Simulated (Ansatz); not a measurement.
A nudged elastic band was laid between two geometries of CH$_{6}$O$_{2}$Zn (10 atoms, charge 0, multiplicity 1).

Computed with Ansatz 0.2.0, RKS PBE/def2-SVP.

```yaml
movable_images: 7
climbing_image: yes
spring: 5.0 eV/Å²
optimiser: quadratic models (default)
start_path: through a guess of the saddle point
force_threshold: 0.05 eV/Å
iteration_limit: 60
end_points: relaxed
```

Initial state:

```xyz
10
Properties=species:S:1:pos:R:3
Zn -0.209 -0.194 -0.263
C 1.131 -1.518 0.201
O -1.550 0.793 -1.094
H 0.249 2.437 0.564
O -0.368 1.746 0.871
H 1.057 -2.422 -0.436
H 2.153 -1.101 0.081
H 1.020 -1.832 1.259
H -2.360 0.334 -1.373
H -1.122 1.756 0.190
```

Final state:

```xyz
10
Properties=species:S:1:pos:R:3
Zn -1.150 0.864 -0.347
C 1.177 -0.958 0.434
O -1.583 -0.423 -1.504
H 0.873 -0.005 0.914
O -0.694 2.028 0.936
H 0.395 -1.319 -0.264
H 2.119 -0.801 -0.125
H 1.335 -1.717 1.222
H -2.472 -0.305 -1.887
H 0.000 2.636 0.620
```

Q: Which bonds break or form, and what moves?

A: Bonds broken: Zn1–C2, H4–O5. Bonds formed: C2–H4. CH6O2Zn becomes CH4 + H2O2Zn.

Q: What energy profile does the band end with?

A: It converged. The highest image is number 5 of 0 to 8, 1.37 eV above the first end and 1.22 eV above the last; the last end lies 0.16 eV above the first. A vibrational analysis at the climbing image gives 2 clearly imaginary modes (1175i, 42i cm⁻¹): a point of higher order, so a lower path passes nearby. The orbitals stay closed-shell, which can raise the energy where a bond breaks towards radicals; this wasn't checked here.

```
image  path coordinate (Å)  energy (eV)  Zn1–C2 (Å)  H4–O5 (Å)  C2–H4 (Å)
    0                 0.00         0.00        1.94       0.98       4.07
    1                 0.89         0.05        1.94       0.97       3.69
    2                 1.79         0.23        1.94       0.98       3.25
    3                 2.68         0.35        1.95       0.98       2.78
    4                 3.58         0.54        1.98       0.99       2.15
    5                 4.47         1.37        2.23       1.26       1.43
    6                 5.48         0.28        2.98       2.06       1.12
    7                 6.48         0.17        3.11       2.47       1.11
    8                 7.49         0.16        3.06       2.57       1.11
```

Q: What is the geometry of the highest image?

A: 
```xyz
10
Properties=species:S:1:pos:R:3
Zn -0.844 0.328 -0.357
C 0.953 -0.811 0.320
O -2.174 0.290 -1.573
H 0.565 0.457 0.842
O -0.149 1.459 1.115
H 0.438 -1.654 -0.201
H 1.894 -0.634 -0.239
H 1.201 -1.222 1.321
H -2.132 -0.533 -2.095
H 0.247 2.318 0.868
```

Time of the run: 82 s on 2 threads of Intel(R) Xeon(R) 6975P-C (Granite Rapids), on a shared host, peak memory 0.17 GiB.
